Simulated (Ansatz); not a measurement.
`BrCBr` + `CBO` → `OBCCBr` + HBr  (formal exchange of groups at a C–Br bond)

Program: Ansatz. Geometries: PBE0-D4/def2-TZVP. ΔE: electronic, gas phase. CCSD(T)/CBS adds triple-zeta CCSD(T) − MP2 to the extrapolated MP2 energy (def2 sets, frozen cores). DFT in def2-TZVPP. For Br outer-core shells are correlated without core-valence functions, which leaves a few kJ/mol of doubt a bond. Scalar relativity is left out up to krypton. Each species was taken in one conformer, which may not be the lowest.

`BrCBr`:

Z-matrix (Å, degrees):
```
C
Br 1 1.922
Br 1 1.922 2 113.8
H 1 1.084 2 107.8 3 -119.5
H 1 1.084 2 107.8 3 119.5
```

`CBO`:

Z-matrix (Å, degrees):
```
C
B 1 1.559
H 1 1.096 2 110.2
H 1 1.092 2 113.4 3 122.1
H 1 1.096 2 110.2 3 -115.8
O 2 1.357 1 119.4 3 -122.1
H 2 1.207 1 121.8 3 57.8
H 6 0.960 2 113.1 1 180.0
```

`OBCCBr`:

```xyz
11

O     1.505    0.224    1.037
B     0.786   -0.809    0.542
C    -0.607   -0.508   -0.113
C    -0.848    0.919   -0.545
Br    0.233    1.373   -2.108
H     2.333   -0.042    1.443
H     1.196   -1.935    0.661
H    -1.357   -0.764    0.656
H    -0.808   -1.200   -0.936
H    -1.874    1.105   -0.854
H    -0.559    1.638    0.218
```

HBr:

```xyz
2

Br    0.530    0.471    0.035
H    -0.530   -0.471   -0.035
```

```csv
level,ΔE (eV)
r2SCAN-D4,-0.28
PBE0-D4,-0.29
ωB97M-V,-0.31
B2PLYP,-0.25
PBE0,-0.26
SCS-MP2/def2-TZVPP,-0.29
CCSD/def2-TZVPP,-0.34
MP2/CBS(def2),-0.29
```

What does CCSD(T)/CBS give? (An estimate is asked.)

Computed: -0.32 eV. The listed levels differ from it by 0.04, 0.03, 0.01, 0.07, 0.06, 0.03, -0.02, 0.03 eV.

Largest T1 diagnostic among the species: 0.012.

The D4 term adds −0.06 eV with B3LYP and −0.04 eV with PBE0; it sums over pairs of atoms, weighted by their polarisabilities, and B3LYP, whose exchange is more repulsive, gets the larger term. From PBE to PBE0 (25 % exact exchange), in def2-TZVPP and without D4, ΔE moves by −0.07 eV.

B3LYP here is the variant with VWN-RPA as its local correlation; programs differ in this.
